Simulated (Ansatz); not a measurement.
Input and output for CH₁₂O₁₂Si₃Sn, SMILES `[CH3][Sn]([O][Si](O)(O)O)([O][Si](O)(O)O)[O][Si](O)(O)O`.

```yaml
crystal:
  periodic: [false, false, false]
  atoms:
    - {symbol: C, position_ang: [-3.215704, 0.062345, 0.323639]}
    - {symbol: Sn, position_ang: [-1.121005, 0.138538, 0.376876]}
    - {symbol: O, position_ang: [-0.158197, 1.843139, 0.161810]}
    - {symbol: Si, position_ang: [-0.362091, 2.747377, -1.178298]}
    - {symbol: O, position_ang: [-0.478522, 4.336141, -0.852634]}
    - {symbol: O, position_ang: [-1.808781, 2.195013, -1.737179]}
    - {symbol: O, position_ang: [0.851795, 2.578663, -2.243161]}
    - {symbol: O, position_ang: [-0.172196, -0.879716, -1.000323]}
    - {symbol: Si, position_ang: [1.422064, -0.849124, -1.249839]}
    - {symbol: O, position_ang: [2.169875, 0.017307, -0.055714]}
    - {symbol: O, position_ang: [2.137012, -2.302067, -1.289447]}
    - {symbol: O, position_ang: [1.651184, -0.124827, -2.710051]}
    - {symbol: O, position_ang: [-0.357863, -0.488419, 2.055932]}
    - {symbol: Si, position_ang: [0.288792, -1.927386, 2.422166]}
    - {symbol: O, position_ang: [0.345321, -2.203945, 4.029047]}
    - {symbol: O, position_ang: [-0.703220, -3.055997, 1.777369]}
    - {symbol: O, position_ang: [1.803643, -2.035342, 1.803899]}
    - {symbol: H, position_ang: [-3.512110, -0.241479, -0.678126]}
    - {symbol: H, position_ang: [-3.553080, -0.658812, 1.065635]}
    - {symbol: H, position_ang: [-3.603773, 1.055769, 0.539209]}
    - {symbol: H, position_ang: [0.314760, 4.855880, -0.987566]}
    - {symbol: H, position_ang: [-2.104115, 2.500154, -2.595793]}
    - {symbol: H, position_ang: [1.117417, 1.687615, -2.523789]}
    - {symbol: H, position_ang: [1.765765, 0.872340, 0.146392]}
    - {symbol: H, position_ang: [2.146756, -2.770174, -0.447454]}
    - {symbol: H, position_ang: [2.509751, -0.261365, -3.116102]}
    - {symbol: H, position_ang: [1.138972, -1.915650, 4.481204]}
    - {symbol: H, position_ang: [-0.632998, -3.949823, 2.113304]}
    - {symbol: H, position_ang: [2.120537, -1.226173, 1.368995]}
basis:
  gaussian: {orbitals: def2-SVP}
hamiltonian: {xc: {name: wB97}}
output: {forces: true}
```

```sh
$ ansatz run in.yaml --threads 11 --pin off --events-out ev --progress --plain --max-ram 110592MiB --backend cpu
```

Output, abridged:

```
Functional definition: wB97
3449 factors; their error is unknown
1031 factors; integrals over basis functions are off by at most 1.1e-5 eV
mean field evaluation 1: about -55219.9070 eV, gradient 1.3e2 eV
mean field evaluation 2: about -55224.7976 eV, gradient 1.2e2 eV
mean field evaluation 4: about -55248.3180 eV, gradient 4.4e0 eV
mean field evaluation 8: about -55248.3488 eV, gradient 5.5e-2 eV
mean field evaluation 16: about -55248.1924 eV, gradient 1.5e-4 eV
mean field -55248.19237676 eV, -2030.3336212763 hartree, gradient 4.1e-5 eV, S^2 0.000000; 0 other end points of the search recorded, 0 dependent functions left out
reference -55248.19236068 eV, -2030.3336206851 hartree; 89, 89 occupied and 233, 233 virtual orbitals, 3449 factors
Total energy: -55248.19236068 eV, -2030.3336206851 hartree
Atom 0 at    -3.215704     0.062345     0.323639 Å, force     0.467144     0.019257    -0.001052 eV/Å
Atom 1 at    -1.121005     0.138538     0.376876 Å, force    -0.886627     0.057419     0.088240 eV/Å
Atom 2 at    -0.158197     1.843139     0.161810 Å, force     0.374698    -0.207523     0.541675 eV/Å
Atom 3 at    -0.362091     2.747377    -1.178298 Å, force     0.091114     0.345531    -0.016721 eV/Å
Atom 4 at    -0.478522     4.336141    -0.852634 Å, force    -0.174021     0.631920     0.150909 eV/Å
Atom 5 at    -1.808781     2.195013    -1.737179 Å, force    -0.577350    -0.409499    -0.060670 eV/Å
Atom 6 at     0.851795     2.578663    -2.243161 Å, force     0.507394    -0.065328    -0.411289 eV/Å
Atom 7 at    -0.172196    -0.879716    -1.000323 Å, force    -0.614257    -0.202654    -0.096803 eV/Å
Atom 8 at     1.422064    -0.849124    -1.249839 Å, force     0.147446    -0.232998    -0.220435 eV/Å
Atom 9 at     2.169875     0.017307    -0.055714 Å, force     0.291146     0.233252     0.561282 eV/Å
Atom 10 at     2.137012    -2.302067    -1.289447 Å, force     0.336153    -0.588432    -0.107090 eV/Å
Atom 11 at     1.651184    -0.124827    -2.710051 Å, force    -0.029654     0.459258    -0.542308 eV/Å
Atom 12 at    -0.357863    -0.488419     2.055932 Å, force    -0.105105     0.584363     0.136321 eV/Å
Atom 13 at     0.288792    -1.927386     2.422166 Å, force    -0.036407    -0.167826     0.224460 eV/Å
Atom 14 at     0.345321    -2.203945     4.029047 Å, force    -0.056040    -0.170024     0.629569 eV/Å
Atom 15 at    -0.703220    -3.055997     1.777369 Å, force    -0.448200    -0.316622    -0.377134 eV/Å
Atom 16 at     1.803643    -2.035342     1.803899 Å, force     0.647916    -0.132133    -0.383727 eV/Å
Atom 17 at    -3.512110    -0.241479    -0.678126 Å, force    -0.136189    -0.105155    -0.344542 eV/Å
Atom 18 at    -3.553080    -0.658812     1.065635 Å, force    -0.148755    -0.248121     0.250261 eV/Å
Atom 19 at    -3.603773     1.055769     0.539209 Å, force    -0.162567     0.341245     0.071646 eV/Å
Atom 20 at     0.314760     4.855880    -0.987566 Å, force     0.135124     0.137649    -0.013014 eV/Å
Atom 21 at    -2.104115     2.500154    -2.595793 Å, force    -0.117113     0.038210    -0.186986 eV/Å
Atom 22 at     1.117417     1.687615    -2.523789 Å, force     0.107702    -0.154803    -0.147688 eV/Å
Atom 23 at     1.765765     0.872340     0.146392 Å, force    -0.074350     0.281921     0.080683 eV/Å
Atom 24 at     2.146756    -2.770174    -0.447454 Å, force     0.024230    -0.103104     0.211158 eV/Å
Atom 25 at     2.509751    -0.261365    -3.116102 Å, force     0.178905    -0.018709    -0.129329 eV/Å
Atom 26 at     1.138972    -1.915650     4.481204 Å, force     0.139989     0.041934     0.127644 eV/Å
Atom 27 at    -0.632998    -3.949823     2.113304 Å, force    -0.023735    -0.192697     0.044198 eV/Å
Atom 28 at     2.120537    -1.226173     1.368995 Å, force     0.141407     0.143670    -0.079258 eV/Å
Dipole moment:    -0.192578     0.129068    -0.183180 e Å
```

It took 21 s on 11 threads of a server CPU on a shared host, with 2.5 GiB of host memory at the peak.
